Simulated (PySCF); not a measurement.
# CaZn⁺ at CAM-B3LYP

Computed with CAM-B3LYP; Ca pcseg-1, Zn pcseg-1; no relativity (PySCF 2.14).

| Item | Value |
| --- | --- |
| state | ²Σ⁺ (doublet), unpaired electrons σ ↑ |
| bond length | 3.260 Å |
| harmonic wavenumber | 117 cm⁻¹ |
| force constant | 0.197 mdyn/Å |
| rotational constant Be | 0.06448 cm⁻¹ |
| anharmonicity ωexe | 0.783 cm⁻¹ |
| vibration–rotation constant αe | 0.000526 cm⁻¹ |
| well depth De to Ca⁺ + Zn | 0.45 eV |
| dissociation energy D0 | 0.44 eV |
| bond order (Mayer) | 0.52 |
| dipole moment (positive dipole points towards Zn; it is taken about the centre of mass and depends on that origin) | -5.62 D |

For an ion De counts to the pair picked by the measured ionisation energies or electron affinities, which need not be the lowest pair at this level. The state was picked by a PBE0 search and need not be the measured ground state.
